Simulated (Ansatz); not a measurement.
Spin states of H3Ta (SMILES [TaH3]), each relaxed with B3LYP-D3(BJ)/def2-TZVP.
State 1 (charge 0, multiplicity 3):
```xyz
4

Ta    -0.03446     0.01067    -0.02227
H     -1.77615    -0.14861    -0.46229
H      0.65982    -0.81047     1.40174
H      1.09281     1.01527    -0.97323
```
State 2 (charge 0, multiplicity 1):
```xyz
4

Ta    -0.01447     0.01662    -0.01410
H     -1.72619    -0.14521    -0.45051
H      0.62155    -0.82890     1.40968
H      1.06112     1.02436    -1.00111
```

Singlets are restricted, other states unrestricted; no spin–orbit coupling, no relativity up to Kr; see below for the cores. The largest T1 diagnostic is 0.024.

Correlated levels freeze the inner cores; with def2 sets outer-core shells near the valence are correlated too. CBS: X⁻³ extrapolation of the correlation energy, Hartree–Fock from the larger set.

Codes used: Ansatz (Gaussian basis) for Hartree–Fock, density functionals and correlated methods. Each number belongs to the level named beside it. In def2 rows elements past Kr take small-core potentials, without spin–orbit coupling.

**Question.** Predict the energy of the multiplicity-1 state less that of the multiplicity-3 state from CAM-B3LYP/def2-TZVPP.

**Answer.** 54 kJ/mol

**Question.** Estimate the energy of the multiplicity-1 state less that of the multiplicity-3 state that CCSD(T)/CBS(def2-SVP, def2-TZVPP) returns for this input.

**Answer.** 40 kJ/mol

**Question.** Predict the energy of the multiplicity-1 state less that of the multiplicity-3 state from B97M-V/def2-TZVPP.

**Answer.** 48 kJ/mol

Doubts at one or more of the structures used: a restricted determinant that unrestricted orbitals would lower (CCSD(T)/CBS(def2-SVP, def2-TZVPP)).

Ansatz is a program for electronic structure.
